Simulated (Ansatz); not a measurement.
Harmonic vibrations of BH$_{3}$OS$_{2}$Si (`OB[SiH]1SS1`) by finite differences.

```yaml
crystal:
  periodic: [false, false, false]
  atoms:
    - {symbol: O, position_ang: [0.366326, 0.874812, 1.819777]}
    - {symbol: B, position_ang: [0.260017, 0.787528, 0.480148]}
    - {symbol: Si, position_ang: [-0.272682, -0.961241, -0.358716]}
    - {symbol: S, position_ang: [-1.428692, -0.751047, -2.115450]}
    - {symbol: S, position_ang: [0.620789, -1.315089, -2.240979]}
    - {symbol: H, position_ang: [0.625506, 1.746286, 2.135245]}
    - {symbol: H, position_ang: [0.475562, 1.728738, -0.232847]}
    - {symbol: H, position_ang: [-0.554626, -2.167086, 0.456922]}
basis:
  gaussian: {orbitals: def2-TZVP}
hamiltonian: {xc: pbe0, dispersion: d4}
phonons: {temperatures: {t_min: 298.15, t_max: 900, t_step: 200}}
```

```sh
$ ansatz run in.yaml --threads 2 --pin off --events-out ev --progress --plain --max-ram 4352MiB
```

Shortened log:

```
Functional definition: PBE0
mean field -32310.53350956 eV, -1187.3902056101 hartree, gradient 6.0e-5 eV, S^2 0.000000; 0 other end points of the search recorded, 0 dependent functions left out
mean field -32310.53349011 eV, -1187.3902048954 hartree, gradient 9.5e-7 eV, S^2 0.000000; 0 other end points of the search recorded, 0 dependent functions left out
mean field -32310.53348115 eV, -1187.3902045661 hartree, gradient 1.1e-6 eV, S^2 0.000000; 0 other end points of the search recorded, 0 dependent functions left out
mean field -32310.53337647 eV, -1187.3902007192 hartree, gradient 1.3e-6 eV, S^2 0.000000; 0 other end points of the search recorded, 0 dependent functions left out
mean field -32310.53334126 eV, -1187.3901994252 hartree, gradient 1.3e-6 eV, S^2 0.000000; 0 other end points of the search recorded, 0 dependent functions left out
mean field -32310.53337250 eV, -1187.3902005731 hartree, gradient 1.3e-6 eV, S^2 0.000000; 0 other end points of the search recorded, 0 dependent functions left out
mean field -32310.53333666 eV, -1187.3901992563 hartree, gradient 1.2e-6 eV, S^2 0.000000; 0 other end points of the search recorded, 0 dependent functions left out
mean field -32310.53348451 eV, -1187.3902046896 hartree, gradient 1.0e-6 eV, S^2 0.000000; 0 other end points of the search recorded, 0 dependent functions left out
mean field -32310.53346500 eV, -1187.3902039727 hartree, gradient 2.9e-6 eV, S^2 0.000000; 0 other end points of the search recorded, 0 dependent functions left out
mean field -32310.53342474 eV, -1187.3902024931 hartree, gradient 1.3e-6 eV, S^2 0.000000; 0 other end points of the search recorded, 0 dependent functions left out
mean field -32310.53338743 eV, -1187.3902011218 hartree, gradient 1.3e-6 eV, S^2 0.000000; 0 other end points of the search recorded, 0 dependent functions left out
mean field -32310.53336775 eV, -1187.3902003985 hartree, gradient 1.3e-6 eV, S^2 0.000000; 0 other end points of the search recorded, 0 dependent functions left out
mean field -32310.53331990 eV, -1187.3901986402 hartree, gradient 1.3e-6 eV, S^2 0.000000; 0 other end points of the search recorded, 0 dependent functions left out
mean field -32310.53347038 eV, -1187.3902041704 hartree, gradient 2.7e-6 eV, S^2 0.000000; 0 other end points of the search recorded, 0 dependent functions left out
mean field -32310.53347779 eV, -1187.3902044426 hartree, gradient 3.0e-6 eV, S^2 0.000000; 0 other end points of the search recorded, 0 dependent functions left out
mean field -32310.53342028 eV, -1187.3902023291 hartree, gradient 1.5e-6 eV, S^2 0.000000; 0 other end points of the search recorded, 0 dependent functions left out
mean field -32310.53343270 eV, -1187.3902027856 hartree, gradient 1.8e-6 eV, S^2 0.000000; 0 other end points of the search recorded, 0 dependent functions left out
mean field -32310.53340409 eV, -1187.3902017341 hartree, gradient 1.3e-6 eV, S^2 0.000000; 0 other end points of the search recorded, 0 dependent functions left out
mean field -32310.53340996 eV, -1187.3902019498 hartree, gradient 1.5e-6 eV, S^2 0.000000; 0 other end points of the search recorded, 0 dependent functions left out
mean field -32310.53343456 eV, -1187.3902028540 hartree, gradient 1.8e-6 eV, S^2 0.000000; 0 other end points of the search recorded, 0 dependent functions left out
mean field -32310.53347667 eV, -1187.3902044015 hartree, gradient 2.3e-6 eV, S^2 0.000000; 0 other end points of the search recorded, 0 dependent functions left out
mean field -32310.53349036 eV, -1187.3902049045 hartree, gradient 2.2e-6 eV, S^2 0.000000; 0 other end points of the search recorded, 0 dependent functions left out
mean field -32310.53351568 eV, -1187.3902058350 hartree, gradient 1.8e-6 eV, S^2 0.000000; 0 other end points of the search recorded, 0 dependent functions left out
mean field -32310.53344350 eV, -1187.3902031825 hartree, gradient 2.1e-6 eV, S^2 0.000000; 0 other end points of the search recorded, 0 dependent functions left out
mean field -32310.53350265 eV, -1187.3902053560 hartree, gradient 2.1e-6 eV, S^2 0.000000; 0 other end points of the search recorded, 0 dependent functions left out
mean field -32310.53347039 eV, -1187.3902041708 hartree, gradient 2.3e-6 eV, S^2 0.000000; 0 other end points of the search recorded, 0 dependent functions left out
mean field -32310.53345226 eV, -1187.3902035046 hartree, gradient 1.9e-6 eV, S^2 0.000000; 0 other end points of the search recorded, 0 dependent functions left out
mean field -32310.53348100 eV, -1187.3902045605 hartree, gradient 1.7e-6 eV, S^2 0.000000; 0 other end points of the search recorded, 0 dependent functions left out
mean field -32310.53352301 eV, -1187.3902061043 hartree, gradient 2.1e-6 eV, S^2 0.000000; 0 other end points of the search recorded, 0 dependent functions left out
mean field -32310.53343528 eV, -1187.3902028803 hartree, gradient 2.2e-6 eV, S^2 0.000000; 0 other end points of the search recorded, 0 dependent functions left out
mean field -32310.53350145 eV, -1187.3902053122 hartree, gradient 2.2e-6 eV, S^2 0.000000; 0 other end points of the search recorded, 0 dependent functions left out
mean field -32310.53349561 eV, -1187.3902050974 hartree, gradient 2.3e-6 eV, S^2 0.000000; 0 other end points of the search recorded, 0 dependent functions left out
mean field -32310.53349152 eV, -1187.3902049472 hartree, gradient 2.1e-6 eV, S^2 0.000000; 0 other end points of the search recorded, 0 dependent functions left out
mean field -32310.53338209 eV, -1187.3902009259 hartree, gradient 1.3e-6 eV, S^2 0.000000; 0 other end points of the search recorded, 0 dependent functions left out
mean field -32310.53337251 eV, -1187.3902005736 hartree, gradient 1.3e-6 eV, S^2 0.000000; 0 other end points of the search recorded, 0 dependent functions left out
mean field -32310.53348758 eV, -1187.3902048025 hartree, gradient 2.1e-6 eV, S^2 0.000000; 0 other end points of the search recorded, 0 dependent functions left out
mean field -32310.53347296 eV, -1187.3902042652 hartree, gradient 1.6e-6 eV, S^2 0.000000; 0 other end points of the search recorded, 0 dependent functions left out
mean field -32310.53350331 eV, -1187.3902053804 hartree, gradient 2.8e-6 eV, S^2 0.000000; 0 other end points of the search recorded, 0 dependent functions left out
mean field -32310.53350113 eV, -1187.3902053002 hartree, gradient 2.9e-6 eV, S^2 0.000000; 0 other end points of the search recorded, 0 dependent functions left out
mean field -32310.53346858 eV, -1187.3902041041 hartree, gradient 2.1e-6 eV, S^2 0.000000; 0 other end points of the search recorded, 0 dependent functions left out
mean field -32310.53345516 eV, -1187.3902036109 hartree, gradient 2.0e-6 eV, S^2 0.000000; 0 other end points of the search recorded, 0 dependent functions left out
mean field -32310.53348733 eV, -1187.3902047930 hartree, gradient 2.4e-6 eV, S^2 0.000000; 0 other end points of the search recorded, 0 dependent functions left out
mean field -32310.53346585 eV, -1187.3902040037 hartree, gradient 2.5e-6 eV, S^2 0.000000; 0 other end points of the search recorded, 0 dependent functions left out
mean field -32310.53350195 eV, -1187.3902053304 hartree, gradient 2.5e-6 eV, S^2 0.000000; 0 other end points of the search recorded, 0 dependent functions left out
mean field -32310.53350529 eV, -1187.3902054531 hartree, gradient 2.7e-6 eV, S^2 0.000000; 0 other end points of the search recorded, 0 dependent functions left out
mean field -32310.53346222 eV, -1187.3902038704 hartree, gradient 2.4e-6 eV, S^2 0.000000; 0 other end points of the search recorded, 0 dependent functions left out
mean field -32310.53347803 eV, -1187.3902044513 hartree, gradient 2.2e-6 eV, S^2 0.000000; 0 other end points of the search recorded, 0 dependent functions left out
mean field -32310.53349437 eV, -1187.3902050518 hartree, gradient 2.4e-6 eV, S^2 0.000000; 0 other end points of the search recorded, 0 dependent functions left out
mean field -32310.53348299 eV, -1187.3902046336 hartree, gradient 1.9e-6 eV, S^2 0.000000; 0 other end points of the search recorded, 0 dependent functions left out
Total energy: -32310.73894018 eV, -1187.3977550460 hartree
Atom 0 at     0.366326     0.874812     1.819777 Å, force    -0.000880    -0.000117    -0.002967 eV/Å
Atom 1 at     0.260017     0.787528     0.480148 Å, force     0.001186    -0.000652     0.002166 eV/Å
Atom 2 at    -0.272682    -0.961241    -0.358716 Å, force    -0.000495     0.000843    -0.000030 eV/Å
Atom 3 at    -1.428692    -0.751047    -2.115450 Å, force     0.000153    -0.000121     0.000406 eV/Å
Atom 4 at     0.620789    -1.315089    -2.240979 Å, force     0.000214    -0.000201    -0.000263 eV/Å
Atom 5 at     0.625506     1.746286     2.135245 Å, force     0.000360     0.000383     0.000703 eV/Å
Atom 6 at     0.475562     1.728738    -0.232847 Å, force    -0.000512     0.000116     0.000028 eV/Å
Atom 7 at    -0.554626    -2.167086     0.456922 Å, force    -0.000024    -0.000251    -0.000044 eV/Å
Dipole moment:     0.155627     0.429018     0.612884 e Å
Vibrations: 44.98 110.13 172.45 270.86 448.49 453.00 567.47 597.01 623.76 664.65 757.34 873.66 974.30 1168.86 1369.16 2238.69 2593.56 3846.50 cm⁻¹, zero-point energy 1.101902 eV
```

Run time 2.7 min (2 threads of an Arm Neoverse V2 on a shared host); peak host memory 0.51 GiB.
